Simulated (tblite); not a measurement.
Species: C5H6OSSi.
Atom-mapped SMILES: `[O:1]=[CH:2][SiH2:3][c:4]1[cH:5][cH:6][cH:7][s:8]1` (hydrogens: H9 on C2; H10, H11 on Si3; H12 on C5; H13 on C6; H14 on C7)

A start from a force field or distance geometry was refined with tblite 0.8.0, GFN2-xTB geometry optimisation, gas phase. Values at the start:

```
  coordinate    start
       O1=C2  1.210 Å
      C2–Si3  1.876 Å
       C2–H9  1.080 Å
      Si3–C4  1.832 Å
     Si3–H10  1.481 Å
       C4–C5  1.346 Å
       C4–S8  1.860 Å
       C5–C6  1.334 Å
      C5–H12  1.127 Å
       C6–C7  1.361 Å
      C6–H13  1.118 Å
       C7–S8  1.799 Å
      C7–H14  1.082 Å
   O1–C2–Si3   119.3°
   C2–Si3–C4   110.3°
   Si3–C4–S8   129.7°
    C4–C5–C6   120.2°
    C4–S8–C7    94.1°
    C5–C4–S8   102.3°
    C5–C6–C7   119.4°
    C6–C7–S8   103.9°
O1–C2–Si3–C4     163°
C2–Si3–C4–C5     -30°
```

Problem. How do these coordinates change at the GFN2-xTB level?

Solution. 
```tsv
coordinate	GFN2-xTB (Å or °)	change
C4–S8	1.739	-0.121
C7–S8	1.716	-0.083
C5–C6	1.409	+0.075
C5–H12	1.076	-0.051
C2–Si3	1.920	+0.044
C6–H13	1.075	-0.043
Si3–C4	1.873	+0.041
C2–H9	1.114	+0.034
C4–C5	1.368	+0.022
Si3–H10	1.461	-0.020
C7–H14	1.072	-0.010
O1=C2	1.204	-0.006
C6–C7	1.358	-0.003
Si3–C4–S8	120.4	-9.3
C6–C7–S8	112.1	+8.2
C5–C4–S8	110.1	+7.8
C5–C6–C7	112.3	-7.1
C4–C5–C6	113.8	-6.4
O1–C2–Si3	124.3	+5.0
C2–Si3–C4	105.5	-4.8
C4–S8–C7	91.6	-2.5
O1–C2–Si3–C4	125	-38
C2–Si3–C4–C5	-18	+12
```

The energy falls by 16.9 kcal/mol over 97 L-BFGS steps, the largest force on an atom goes from 5.00 to 0.009 eV/Å, and the atoms move by 0.288 Å rms after alignment. The bond that changes most is C4–S8 (substituted aromatic carbon to thiophene-type sulfur), which shortens by 0.121 Å. Bonds longer at the end by more than 0.005 Å: 5 of 14; shorter: 8. Among the dihedrals that turn most is O1–C2–Si3–H11, from -79° to -118°. Rotational constants go from 3970, 738.5, 637.8 to 3554, 809.4, 673.6 MHz.

Its GFN2-xTB frequencies are all real (lowest 28 cm⁻¹). One conformer, not necessarily the lowest. 3 starts were optimised and ended at 0.00, 0.39 and 0.55 kcal/mol (GFN2-xTB); the lowest of these is shown.

All values are computed, not measured.
